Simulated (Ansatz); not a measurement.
Program: Ansatz. Geometries: PBE0-D4/def2-TZVP. ΔE: electronic, gas phase. CCSD(T)/CBS is the MP2 limit (def2-TZVPP, def2-QZVPP) plus CCSD(T) − MP2 in def2-TZVPP, frozen cores. This one scheme is used for every species. DFT in def2-TZVPP. B3LYP here is the variant with VWN-RPA as its local correlation; programs differ in this. Each species was taken in one conformer, which may not be the lowest.

Consider the cleavage of the B–B bond: `OB(O)BS` + `[AlH2][SH]` → `[AlH2][S]BS` + `OBO`.

| level | ΔE (kcal/mol) | difference from CCSD(T)/CBS |
| --- | --- | --- |
| r2SCAN-D4 | -18.1 | -0.1 |
| PBE0-D4 | -18.1 | -0.1 |
| B3LYP-D4 | -18.1 | -0.1 |
| ωB97X-V | -16.9 | 1.1 |
| ωB97M-V | -17.5 | 0.5 |
| B2PLYP | -18.0 | 0.0 |
| PBE | -17.2 | 0.8 |
| r2SCAN | -18.0 | 0.0 |
| PBE0 | -17.6 | 0.4 |
| B3LYP | -17.0 | 1.0 |
| MP2/def2-TZVPP | -20.0 | -2.0 |
| CCSD/def2-TZVPP | -16.9 | 1.1 |
| CCSD(T)/def2-TZVPP | -17.4 | 0.6 |
| HF/def2-QZVPP | -17.4 | 0.6 |
| MP2/def2-QZVPP | -20.4 | -2.4 |
| SCS-MP2/def2-QZVPP | -19.2 | -1.2 |
| CCSD(T)/CBS | -18.0 | 0 |

Largest T1 diagnostic among the species: 0.015.

The D4 term adds −1.2 kcal/mol with B3LYP and −0.6 kcal/mol with PBE0; it sums over pairs of atoms, weighted by their polarisabilities, and B3LYP, whose exchange is more repulsive, gets the larger term.
